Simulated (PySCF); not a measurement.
Identify the unknown among the candidates.

All candidates are C7H13F.

- Rotational structure: rotational constants A, B, C: 3.235, 1.092, 0.882 GHz [PBE0-D3(BJ)/def2-SVP]
- UV, first state: lowest singlet excitation: 6.42 eV (193 nm, f = 0.088) [TDDFT wB97X-D/def2-SVPD]
- 13C NMR: chemical shifts (computed TMS as zero) by class: 139.1 (1 C), 129.9 (1 C), 73.9 (1 C), 33.7 (1 C), 20.4 (1 C), 19.5 (1 C), 19.0 (1 C) ppm [GIAO HF/pcSseg-1]
- 1H NMR: chemical shifts (computed TMS as zero) by class: 3.86 (2 H), 2.30 (2 H), 1.77 (3 H), 1.63 (3 H), 1.61 (3 H) ppm [GIAO HF/pcSseg-1]
- Triplet: lowest triplet excitation (Tamm–Dancoff): 4.08 eV [TDA wB97X-D/def2-SVPD]
- Dipole: 2.24 D [wB97X-D/def2-SVPD]
- Valence photoelectron: vertical ionisation energy: 8.44 eV [ΔSCF wB97X-D/def2-SVPD]
- XPS: C1s 289.9, C1s 290.0, C1s 290.6, C1s 290.6, C1s 290.6, C1s 290.6, C1s 292.7, F1s 692.1 eV [ΔSCF SCAN, pcX-2 on the ionised atom, pcseg-1 elsewhere, spin-free X2C]
- Polarisability: 87.9 au [wB97X-D/def2-SVPD]

Electronic properties: PySCF, gas phase, density fitting. Levels stand in brackets. One conformer (not necessarily the lowest) at the PBE0-D3(BJ)/def2-SVP geometry, without solvent, vibrations or thermal averaging. NMR classes are plain means over equivalent atoms (diastereotopic ones count apart unless rotation or inversion swaps them), as if these changed places fast.

Question: Which candidate is it?
A. `C[C@@H]1[C@@H](C)CC[C@@H]1F`
B. `C=C(F)C[C@H](C)CC`
C. `CC(C)=C(C)CCF`
D. `C[C@@H]1[C@H](C)CC[C@@H]1F`
E. `CCC/C(C)=C/CF`

Answer: C. It is `CC(C)=C(C)CCF`. Numbering: `[CH3:1][C:2]([CH3:3])=[C:4]([CH3:5])[CH2:6][CH2:7][F:8]`. Its formula, C7H13F, gives 1 degree of unsaturation: 0 rings and 1 π bond in the structure found. 7 carbons fall into 7 classes; from least to most shielded: fully substituted alkene carbon [C2] (139.1 ppm), fully substituted alkene carbon [C4] (129.9 ppm), sp3 C–F carbon [C7] (73.9 ppm), allylic carbon [C6] (33.7 ppm), allylic carbon [C3] (20.4 ppm), allylic carbon [C1] (19.5 ppm), allylic carbon [C5] (19.0 ppm). Hydrogen classes from least to most shielded: 2 H on an sp3 C–F carbon, C7 (3.86 ppm), 2 H on an allylic carbon, C6 (2.30 ppm, a mean of values up to 0.8 ppm apart in this geometry), 3 H on an allylic carbon, C3 (1.77 ppm, a mean of values up to 0.6 ppm apart in this geometry), 3 H on an allylic carbon, C5 (1.63 ppm, a mean of values up to 0.7 ppm apart in this geometry), 3 H on an allylic carbon, C1 (1.61 ppm). The core levels belong to: C1s 289.9 eV, fully substituted alkene carbon [C4]; C1s 290.0 eV, fully substituted alkene carbon [C2]; C1s 290.6 eV, allylic carbon [C6]; C1s 290.6 eV, allylic carbon [C5]; C1s 290.6 eV, allylic carbon [C3]; C1s 290.6 eV, allylic carbon [C1]; C1s 292.7 eV, sp3 C–F carbon [C7]; F1s 692.1 eV, alkyl fluorine [F8]. The first electron is taken from the HOMO, whose largest Löwdin shares are 0.31 on a fully substituted alkene carbon, 0.30 on a fully substituted alkene carbon and 0.06 on each of 2 atoms of one kind (allylic carbon). The optimised geometry has point group C1 and is an asymmetric top.

The others, at the same levels:
- `CCC/C(C)=C/CF` fails: its computed 13C shifts are 148.1 (1 C), 128.1 (1 C), 71.3 (1 C), 41.8 (1 C), 23.2 (1 C), 16.2 (1 C), 15.7 (1 C) ppm, core binding energies are C1s 289.9, C1s 290.5, C1s 290.6, C1s 290.6, C1s 290.6, C1s 290.8, C1s 292.8, F1s 691.9 eV and 1H shifts are 5.69 (1 H), 4.65 (2 H), 1.72 (2 H), 1.66 (3 H), 1.05 (3 H), 1.05 (2 H) ppm.
- `C[C@@H]1[C@H](C)CC[C@@H]1F` fails: its computed 13C shifts are 87.9 (1 C), 39.8 (1 C), 33.5 (1 C), 30.3 (1 C), 30.1 (1 C), 16.0 (1 C), 11.6 (1 C) ppm, core binding energies are C1s 290.3, C1s 290.4, C1s 290.4, C1s 290.4, C1s 290.5, C1s 290.5, C1s 292.5, F1s 691.8 eV and 1H shifts are 4.24 (1 H), 1.86 (1 H), 1.84 (1 H), 1.37 (1 H), 1.35 (1 H), 1.35 (1 H), 1.16 (3 H), 0.95 (3 H), 0.92 (1 H) ppm.
- `C=C(F)C[C@H](C)CC` fails: its computed 13C shifts are 173.2 (1 C), 98.5 (1 C), 39.1 (1 C), 26.5 (1 C), 25.6 (1 C), 19.7 (1 C), 13.7 (1 C) ppm, 1H shifts are 4.93 (1 H), 4.41 (1 H), 2.01 (1 H), 1.55 (1 H), 1.41 (1 H), 1.10 (1 H), 1.00 (3 H), 0.92 (3 H), 0.35 (1 H) ppm and lowest singlet excitation is 7.24 eV (171 nm, f = 0.254) (against 6.42 eV).
- `C[C@@H]1[C@@H](C)CC[C@@H]1F` fails: its computed 13C shifts are 88.4 (1 C), 42.6 (1 C), 32.9 (1 C), 30.8 (1 C), 29.5 (1 C), 17.9 (1 C), 12.2 (1 C) ppm, core binding energies are C1s 290.3, C1s 290.4, C1s 290.4, C1s 290.4, C1s 290.5, C1s 290.5, C1s 292.5, F1s 691.8 eV and 1H shifts are 4.24 (1 H), 1.80 (1 H), 1.72 (1 H), 1.67 (1 H), 1.20 (1 H), 1.12 (3 H), 0.97 (3 H), 0.78 (1 H), 0.29 (1 H) ppm.

Each candidate is one conformer, not necessarily the lowest. The conformers computed, where there is a choice (atom-mapped SMILES and torsion angles):
- `[CH3:1][C:2]([CH3:3])=[C:4]([CH3:5])[CH2:6][CH2:7][F:8]`: C2–C4–C6–C7 95°, C4–C6–C7–F8 176°
- `[CH3:1][CH2:2][CH2:3]/[C:4]([CH3:5])=[CH:6]/[CH2:7][F:8]`: C1–C2–C3–C4 177°, C2–C3–C4–C5 63°, C4–C6–C7–F8 132°
- `[CH2:1]=[C:2]([F:3])[CH2:4][C@H:5]([CH3:6])[CH2:7][CH3:8]`: C1–C2–C4–C5 -118°, C2–C4–C5–C6 -169°, C4–C5–C7–C8 -172°

The conformers of `C[C@@H]1[C@H](C)CC[C@@H]1F` and `C[C@@H]1[C@@H](C)CC[C@@H]1F` aren't listed.
